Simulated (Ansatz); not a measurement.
n-SiSiSiSiH10 (Si₄H₁₀), relaxed as a singlet with RKS r2SCAN-D4/def2-SVP in Ansatz, starting from the GFN2-xTB geometry. Force threshold 0.02 eV/Å.

Another isomer (singlet) lies 0.06 eV lower at PBE0-D4/def2-TZVP; other spin states weren't run for this one.

Start:

```tsv
atom	x (Å)	y (Å)	z (Å)
Si1	2.930	-0.631	-0.338
Si2	0.730	-0.866	0.340
Si3	-0.847	0.560	-0.601
Si4	-2.845	0.855	0.531
H5	3.274	0.784	-0.505
H6	3.184	-1.277	-1.629
H7	3.915	-1.183	0.597
H8	0.655	-0.728	1.806
H9	0.294	-2.257	0.123
H10	-1.121	0.115	-1.978
H11	-0.209	1.874	-0.806
H12	-2.747	1.907	1.546
H13	-3.980	1.215	-0.323
H14	-3.234	-0.369	1.238
```

Estimate the energy that the relaxation releases and the steps that it takes.

0.23 eV, in 18 steps; 32 s on 4 threads of Arm Neoverse V2 on a shared host. The force fell under the threshold at step 4, but the optimiser went on and released 0.022 eV more. No frequencies were taken in this run, so the end may be a saddle point.

Does the start keep its bonding?

By distances, no bond broke or formed. The bond that changes most is Si1–Si2, from 2.31 to 2.35 Å (atoms count from 1).

Predict the relaxed structure.


Cartesian coordinates in Å:
```
Si 2.8566 -0.6831 -0.4263
Si 0.7562 -0.6500 0.6188
Si -0.7596 0.6432 -0.6251
Si -2.8545 0.6884 0.4311
H 3.3772 0.7142 -0.5417
H 2.7209 -1.2570 -1.8008
H 3.8427 -1.5031 0.3431
H 0.8796 -0.0782 1.9978
H 0.2233 -2.0446 0.7407
H -0.8893 0.0650 -2.0013
H -0.2232 2.0362 -0.7555
H -2.7122 1.2789 1.7971
H -3.8447 1.4977 -0.3440
H -3.3731 -0.7075 0.5663
```
Bond lengths: 3 × Si–Si 2.35 Å; 10 × H–Si 1.49 to 1.50 Å.
